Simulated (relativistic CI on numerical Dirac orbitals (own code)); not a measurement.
# L2,3 absorption of nickel in several valence states

Computed multiplet spectra 2p⁶3dⁿ → 2p⁵3dⁿ⁺¹ (Dirac-Coulomb-Breit ions, Slater integrals scaled by 0.8, an assumed crystal field that grows with the charge, no charge transfer; 300 K; Lorentzian 0.4 eV and Gaussian 0.3 eV FWHM at both edges, so that L2 comes out sharper than in experiment). Peaks over 5 % are given in eV from the highest peak in the L3 region of each spectrum (height, largest 100). S of the lowest state is read from ⟨S²⟩, and the branching ratio is the share of L3, cut at the minimum between the edges.

Field parameters in Wybourne normalisation: Oh B⁴₀ = 21Dq, B⁴₄ = √(5/14) B⁴₀. The field is a parameter set, without covalency.

- Ni2+ (d8, Oh, 10Dq = 8850 cm⁻¹): S = 1.00, branching ratio 0.75; peaks 0.0 (100), 2.1 (24), 17.3 (23), 18.5 (29)
- Ni3+ (d7, Oh, 10Dq = 11400 cm⁻¹): S = 1.50, high spin, branching ratio 0.83; peaks -3.7 (56), -2.2 (82), -1.3 (86), 0.0 (100), 2.1 (12), 2.8 (9), 16.0 (24), 16.9 (29), 17.2 (28), 18.9 (5)
- Ni4+ (d6, Oh, 10Dq = 14000 cm⁻¹): S = 2.00, high spin, branching ratio 0.78; peaks -2.9 (20), -1.7 (24), 0.0 (100), 1.3 (48), 3.6 (17), 5.5 (7), 15.9 (8), 17.7 (34), 19.5 (9), 21.7 (7)

The centroid of the whole edge, which also moves with the branching ratio, lies at 859.8 (Ni2+), 860.6 (Ni3+), 864.9 (Ni4+) eV in this ionic model, in steps of 0.8 to 4.3 eV. Compounds show about 1 to 2 eV a unit and lower energies for the high valences, since ligands screen the charge. The multiplet shape follows the d count and the spin state, and so serves as a fingerprint of valence. Real compounds of Ni3+, Ni4+ are mostly low spin, since covalency shrinks the Slater integrals more than this scale does.
